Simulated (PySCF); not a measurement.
## PBE on Ar+ (argon, charge +1)

Configuration: [Ne] 3s1 3p5 3d1, one real determinant (an excited configuration). Calculation: PySCF 2.14, in aug-cc-pV(D+d)Z; the non-relativistic Hamiltonian (point nucleus).

```json
{
 "Total energy": "-525.5725 hartree",
 "One-electron energy": "-716.0400 hartree",
 "Hartree (Coulomb) energy": "220.6830 hartree",
 "Exchange-correlation energy": "-30.2155 hartree",
 "Kinetic energy": "524.51422 hartree",
 "⟨S²⟩": "3.7510",
 "⟨L²⟩": "7.993",
 "Sum of ⟨r⟩": "14.21 bohr",
 "Sum of ⟨r²⟩": "21.83 bohr²",
 "Traceless quadrupole moment −½Σ⟨3z² − r²⟩ along its main axis": "-0.0286 e·bohr²",
 "Density at the nucleus (Gaussians lack the cusp)": "3720 bohr⁻³",
 "Spin density at the nucleus": "16.0 bohr⁻³",
 "Langevin diamagnetic susceptibility": "-17.3 ×10⁻⁶ cm³/mol"
}
```

```
shell  electrons  mean orbital energy (eV)  spread (eV)  rms radius, mean of both spins (bohr)
 1s α          1                   -3127.4            0                                 0.0998
 1s β          1                   -3126.9            0                                 0.0998
 2s α          1                   -313.47            0                                  0.452
 2s β          1                   -312.84            0                                  0.452
 2p α          3                   -248.71        0.655                                  0.419
 2p β          3                   -248.03        0.079                                  0.419
 3s α          1                   -40.088            0                                   1.45
 3p α          3                   -25.384        1.318                                   1.65
 3p β          2                   -22.662            0                                   1.65
 3d α          1                    -5.317            0                                   2.16
```

⟨L²⟩ = 7.99 against 12 for a pure F term, so this real determinant mixes terms. The outer electron is Rydberg-like, and this basis confines it to a smaller radius and binds it less than a complete one would.
